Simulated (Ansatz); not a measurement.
`O[B](Cl)[GaH2]` + PH₃ → `[PH2][GaH2]` + `OBCl` at 500 K and 1 bar (cleavage of the Ga–B bond).

Isolated molecules relaxed with PBE0-D4/def2-TZVP in Ansatz; ΔE leaves out vibrations. CBS: MP2 limit from def2 TZ/QZ plus the TZ coupled-cluster correction, frozen cores. This one scheme is used for every species. For Ga outer-core shells are correlated without core-valence functions, which leaves a few kJ/mol of doubt a bond. Scalar relativity is left out up to krypton. One conformer a species, not always the lowest.

```tsv
species	CCSD(T)/CBS energy (Eh)	H − E (kJ/mol)	S (J/(mol·K))
`O[B](Cl)[GaH2]`	-2485.55917	127.0	390.3
PH₃	-342.72256	81.5	231.4
`[PH2][GaH2]`	-2267.26620	110.9	330.7
`OBCl`	-561.03999	100.1	295.7
```

H − E and S are ideal-gas, rigid-rotor, harmonic terms from PBE0-D4/def2-TZVP, for one conformer and one mirror image of each species. 1 Eh = 2625.50 kJ/mol, R = 8.31446 J/(mol·K).

Q: By hand: ΔE, ΔH, ΔS and ΔG.

A: ΔE = (-2267.26620) + (-561.03999) − (-2485.55917) − (-342.72256) = -0.02446 Eh = -64.2 kJ/mol. Δ(H − E) = 110.9 + 100.1 − 127.0 − 81.5 = 2.5, so ΔH = -61.7 kJ/mol. ΔS = 330.7 + 295.7 − 390.3 − 231.4 = 4.7 J/(mol·K). ΔG = -61.7 − 500 × (4.7)/1000 = -64.0 kJ/mol.

Q: By hand: the equilibrium constant, and the temperature at which ΔG would vanish if ΔH and ΔS stayed fixed.

A: log₁₀ K = −ΔG/(RT ln 10) = 6.7. ΔH and −TΔS have one sign here, so there is no such temperature. One of them is within its doubt of zero, so this could turn.

The number of gas molecules stays the same, so ΔS is small and ΔH decides. A doubt of 5 kJ/mol in ΔE shifts log₁₀ K by 0.5 here. Other conformers and mirror images would add mixing entropy, several J/(mol·K) or more a flexible species. These are equilibria of isolated gas molecules and say nothing of rates. Largest T1 diagnostic: 0.014 (customary marks: 0.02 for closed shells, 0.045 for open ones).
